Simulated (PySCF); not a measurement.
Output of ΔSCF core-hole calculations on 2-methylstyrene (`C=Cc1ccccc1C`).

Level of theory: delta-SCF UKS SCAN, pcX-2 on the ionised atom, pcseg-1 elsewhere, spin-free X2C in PySCF. Atoms in this output count from 0. The cycles run on a coarse integration grid; for E(ground) and E(ion) the exchange–correlation energy is redone on a finer one, so they differ from the last cycle, and only they enter the binding energy.

Atom n of the output is atom n + 1 of `[CH2:1]=[CH:2][c:3]1[cH:4][cH:5][cH:6][cH:7][c:8]1[CH3:9]`.

```
ground state, core basis on atom 4 (C), 207 functions
  cycle   1  E = -348.85864254  |g| = 6.08e-02
  cycle   2  E = -348.85837375  |g| = 4.19e-02
  cycle   3  E = -348.85857452  |g| = 3.02e-02
  cycle   4  E = -348.85879715  |g| = 7.60e-03
  cycle   5  E = -348.85881355  |g| = 7.81e-04
  cycle   6  E = -348.85881376  |g| = 3.57e-04
  E(ground) = -348.87731321 Eh
hole in C 1s of atom 4
  cycle   1  E = -337.61045371  |g| = 1.52e+00
  cycle   2  E = -336.17377189  |g| = 2.15e+00
  cycle   3  E = -337.93373836  |g| = 6.55e-01
  cycle   4  E = -338.04789353  |g| = 5.06e-01
  ...
  cycle  19  E = -338.20513917  |g| = 9.25e-04
  cycle  20  E = -338.20513903  |g| = 5.95e-04
  cycle  21  E = -338.20513913  |g| = 3.46e-04
  E(ion) = -338.22208721 Eh   <S^2> = 0.8585   hole on atom = 1.000
```

Task: What is the C 1s binding energy of atom 4?

Result: (-338.222087 − (-348.877313)) Eh × 27.2114 eV/Eh = 289.94 eV, for the aromatic CH carbon.

```
ground state, core basis on atom 3 (C), 207 functions
  cycle   1  E = -348.85875578  |g| = 5.96e-02
  cycle   2  E = -348.85858669  |g| = 3.53e-02
  cycle   3  E = -348.85865040  |g| = 3.05e-02
  cycle   4  E = -348.85887102  |g| = 8.10e-03
  cycle   5  E = -348.85889009  |g| = 1.12e-03
  cycle   6  E = -348.85888848  |g| = 3.58e-04
  E(ground) = -348.87728594 Eh
hole in C 1s of atom 3
  cycle   1  E = -337.60918139  |g| = 1.52e+00
  cycle   2  E = -336.39172314  |g| = 2.10e+00
  cycle   3  E = -338.03065328  |g| = 5.52e-01
  cycle   4  E = -338.08027241  |g| = 4.54e-01
  ...
  cycle  19  E = -338.20730336  |g| = 7.77e-04
  cycle  20  E = -338.20730500  |g| = 6.28e-04
  cycle  21  E = -338.20730519  |g| = 2.26e-04
  E(ion) = -338.22429321 Eh   <S^2> = 0.8615   hole on atom = 1.000
```

Task: What is the C 1s binding energy of atom 3?

Result: (-338.224293 − (-348.877286)) Eh × 27.2114 eV/Eh = 289.88 eV, for the aromatic CH carbon.

The ground state is recomputed for each atom, because the flexible core basis sits on the ionised atom alone; energies of different blocks can't be mixed. The unrestricted hole states depart most from a pure doublet (⟨S²⟩ = 0.75; over 0.85 named) for atom 4 (0.86) and atom 3 (0.86), which makes these values less certain. One conformer (not necessarily the lowest) at the PBE0-D3(BJ)/def2-SVP geometry, without solvent, vibrations or thermal averaging.

On one thread, x86-64 server, no GPU, shared host, this took 3.2 min wall.

The values belong to the conformer `[CH2:1]=[CH:2][c:3]1[cH:4][cH:5][cH:6][cH:7][c:8]1[CH3:9]`: C1–C2–C3–C4 25°.
Labels such as C1 count atoms from 1, the log's own numbers from 0.
